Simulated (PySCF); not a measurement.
**Electron correlation in Bi²⁺ (bismuth, charge +2)**

[Xe] 4f14 5d10 6s1 6p1 6d1, one real determinant (an excited configuration). Computed with PySCF 2.14 in aug-cc-pVQZ-PP with ECP60MDF (7s7p5d3f2g, 92 functions), with scalar relativity through the core potential. Frozen: 5s2 5p6 5d10; 3 electrons correlated.

MP2 pair energies summed by pair of shells (mhartree):

```
 pair  energy  share (%)
6p-6d   -4.02       39.5
6s-6d   -3.96       38.9
6s-6p   -2.19       21.6
```

Total MP2 correlation energy: -10.17 mhartree.

Same-spin part -10.17 and opposite-spin part 0.00 mhartree; SCS-MP2 scales them by 1/3 and 6/5 to -3.39 mhartree.

The reference is one real determinant that mixes LS terms of this configuration.
